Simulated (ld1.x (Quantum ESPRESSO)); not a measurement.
# What the settings do to the TM potential of Hf

Base potential:

- Element: hafnium (Hf)
- Generator: ld1.x (Quantum ESPRESSO) 7.5
- Type: norm-conserving Troullier–Martins (Kleinman–Bylander form)
- Functional: PBE
- Relativity: fully relativistic
- Frozen core: [Kr] 4d10 4f14 5s2
- Valence charge: 10
- Reference configuration: 5p6 5d2 6s1 6p1
- Partial waves: 5p (bound): rc 2.05 bohr; 5d (bound): rc 2.50 bohr; 6s (bound): rc 2.30 bohr
- Local potential: the s channel
- Core correction: a·sin(br)/r model core inside 1.00 bohr

Open shells are filled in proportion to 2j + 1 (rel_dist='average').

Occupied shells without a wave of their own: 6p. They enter only through the test configuration that unscreens the potential, and ld1.x also counts them in the model core charge.

Cutoffs, loose and tight: the cutoffs (Ry, on a coarse ladder) from which the occupation-weighted sum of valence levels, in a spherical-Bessel basis at the reference potential, stays within 10 and 1 mRy of its value at 400 Ry. They do not see the model core or the augmentation charge, which bear on the density cutoff. Test errors are all-electron minus pseudo excitation energies from the reference, over the configurations 5p6 5d2 6s2 6p0; 5p6 5d2 6s1 6p0; 5p6 5d2 6s0 6p0; 5p6 5d3 6s1 6p0; 5p6 5d0 6s0 6p0; 5p6 5d2.5 6s1.5 6p0; 5p6 5d2 6s0 6p1. A dash means not determined; rows that change the core or the reference have their own tests.

With those shells counted twice in exchange and correlation these files are broken, and their errors move erratically; no question is asked of them.

```tsv
change	outcome	cutoff, loose	cutoff, tight	bound ghosts	largest test error (meV)
base	generated, misses its reference levels by 0.51 eV	25 Ry	40 Ry	none	+1060
wave 5p (bound): rc 2.05 bohr becomes 5p (bound): rc 2.44 bohr	generated, misses its reference levels by 0.51 eV	25 Ry	40 Ry	none	+1057
scalar-relativistic	generated, misses its reference levels by 0.35 eV	25 Ry	40 Ry	none	+983
core correction a·sin(br)/r model core inside 0.76 bohr	generated, misses its reference levels by 0.51 eV	25 Ry	40 Ry	none	+1060
wave 5d (bound): rc 2.50 bohr becomes 5d (bound): rc 3.80 bohr	generated, misses its reference levels by 0.51 eV	25 Ry	40 Ry	none	+1674
reference 5p6 5d2 6s2 6p0	generated	25 Ry	45 Ry	none	-897
all radii but the core radius scaled by about 1.24 (s 2.86, p 2.54, d 3.10 bohr)	generated, misses its reference levels by 0.56 eV	25 Ry	40 Ry	none	+1456
```
